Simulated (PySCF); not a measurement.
r2SCANh on Co⁻ (cobalt, charge -1), [Ar] 3d8 4s2, high-spin 3F determinant. Calculation: PySCF 2.14, in x2c-TZVPPall with one added diffuse shell each of s, p, d, f type (7s6p5d3f1g, 80 functions); the spin-free X2C one-electron Hamiltonian (Gaussian nucleus).

```
cycle= 1 E= -1393.19602252395  delta_E= -0.00523  |g|= 0.326  |ddm|= 0.455
cycle= 2 E= -1393.05677893246  delta_E= 0.139  |g|= 0.885  |ddm|= 0.479
cycle= 3 E= -1393.2183890573  delta_E= -0.162  |g|= 0.0298  |ddm|= 0.316
cycle= 4 E= -1393.21863919978  delta_E= -0.00025  |g|= 0.0195  |ddm|= 0.042
cycle= 5 E= -1393.21875508716  delta_E= -0.000116  |g|= 0.00128  |ddm|= 0.0175
cycle= 6 E= -1393.2187577808  delta_E= -2.69e-06  |g|= 0.00039  |ddm|= 0.0103
cycle= 7 E= -1393.21875847941  delta_E= -6.99e-07  |g|= 0.000192  |ddm|= 0.00771
cycle= 8 E= -1393.21875852554  delta_E= -4.61e-08  |g|= 3.06e-05  |ddm|= 0.00223
cycle= 9 E= -1393.21875852601  delta_E= -4.75e-10  |g|= 1.05e-06  |ddm|= 4.37e-05
converged SCF energy = -1393.21875852601  <S^2> = 2.0265243  2S+1 = 3.0176311
```

Highest occupied orbital energy: 1.537 eV; ⟨L²⟩ = 12.05; populations by l: s 8.00, p 12.00, d 8.00, f 0.00.

Q: Can this result be used?

A: With care. Self-consistency was reached. At r2SCANh the highest occupied level has a positive energy, so only the finite basis holds that electron; in a semilocal or global hybrid functional this comes from self-interaction and does not mean that the real anion is unbound.
